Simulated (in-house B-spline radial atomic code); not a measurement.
A fraction x of an electron is moved 4d → 5f in Er3+, starting from [Xe] 4f11 and keeping the highest spin. Computed with a B-spline radial code for spherical atoms: scalar-relativistic (X2C) LDA exchange-only, spin-polarised, spherical fractional occupations, Fermi nucleus of rms radius 5.2516 fm.

```csv
x,E(x) - E(0) (eV),4d down level (eV),5f up level (eV)
0,0.0000,-194.715,-
0.125,23.3170,-196.629,-9.472
0.25,46.8018,-198.541,-9.921
0.375,70.4752,-200.452,-10.288
0.5,94.3444,-202.361,-10.613
0.625,118.4133,-204.269,-10.911
0.75,?,?,?
0.875,?,?,?
1,191.8406,-209.979,-11.709
```

(1) What belongs in the row x = 0.75?

(2) What belongs in the row x = 0.875?

(3) Check Janak's theorem between x = 0.125 and 0.25.

Results:

(1) An energy change of 142.6846 eV; 4d down at -206.175 eV, 5f up at -11.191 eV.

(2) An energy change of 167.1599 eV; 4d down at -208.079 eV, 5f up at -11.456 eV.

(3) The slope of the energy is 187.88 eV; the orbital levels give 187.89 eV (ε of the receiving orbital less ε of the emptying one, averaged over the two points).
